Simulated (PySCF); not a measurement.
# Dipole response of Rb⁺ (rubidium, charge +1)

[Kr], closed-shell 1S. Computed with PySCF 2.14 in x2c-QZVPPall with one added diffuse shell each of s, p, d, f, g type (14s9p8d4f3g, 136 functions), with the spin-free X2C one-electron Hamiltonian (Gaussian nucleus). Coupled (time-dependent) response in atomic units; α is the mean over directions.

| method | mean α (bohr³) | C₆ (like pair) | S(−4) |
| --- | --- | --- | --- |
| revPBE | 9.404 | 56.37 | 15.04 |
| BP86 | 9.409 | 56.44 | 15.00 |

S(−4) is the Cauchy moment in α(ω) = α(0) + S(−4) ω² + …

α(iu) at revPBE:

```csv
u (hartree),α(iu) (bohr³)
0,9.404
0.0500,9.366
0.100,9.256
0.200,8.845
0.300,8.248
0.500,6.834
0.750,5.200
1.00,3.952
1.50,2.407
2.00,1.589
3.00,0.8351
5.00,0.3538
```

A single London oscillator, α(iu) = α/(1 + u²/ω²), gives C₆ = (3/4) ω α². Matching the computed C₆ needs ω = 4 × 56.37 / (3 × 9.404²) = 0.850 hartree.

For an ion, C₆ is the dispersion term alone; charge-induced terms of lower order in 1/R come first.
